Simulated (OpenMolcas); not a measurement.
**B I: the spin-orbit constant, worked from levels**

```yaml
Program: OpenMolcas
Basis: ANO-RCC-VQZP [5s4p3d2f1g]
Scalar_Hamiltonian: DKH2, point nucleus
Active_space: 1 electron in 9 orbitals (RAS2 2p; RAS3 3s 3d, at most 1 electron)
State_averaging: 2S+1 = 2 odd, 3 roots; 2S+1 = 2 even, 1 root
Spin-orbit_coupling: RASSI with atomic mean-field integrals over the reference wave functions, term energies averaged over their components
```

Methods: RASSCF; SS-RASPT2, IPEA 0.25 Eh, imaginary shift 0.1 Eh (closed shells correlated: 1s 2s). Measured levels: NIST Handbook of Basic Atomic Spectroscopic Data.

**The spin-orbit constant.** For the Hund term ²P° of p1, E(J) = (A/2) J(J+1) + constant and ζ = 2S·A = A. From J = 1/2 to J = 3/2 the energy changes by 1.5 A.

```csv
Source,E(3/2) - E(1/2),A,ζ
RASSCF,14.7,9.8,10
SS-RASPT2,14.7,9.8,10
measured,15.3,10.2,10
```

All in cm-1. SS-RASPT2 is off by -3.9 % and RASSCF by -3.9 %. Both methods take the spin-orbit matrix elements from the reference wave functions, so the second can move ζ only through the term energies and any multistate remixing.

No level of 2s² 3d was computed, though it lies in the active space. With one active electron the reference holds no correlation, so core polarisation is missing (holds for RASSCF). With one active electron, CASPT2 adds the correlation within the correlated inactive shells and between them and that electron, and leaves the splitting within a term as the reference gives it (holds for SS-RASPT2). Measured partners are found by configuration, term and J. A level has none where our copy of the source lacks it or the pairing is in doubt (some pairs that miss far off the trend of their configuration count as doubtful), and it then counts in no deviation. Levels of configurations outside the active space are missing.

° marks odd parity.
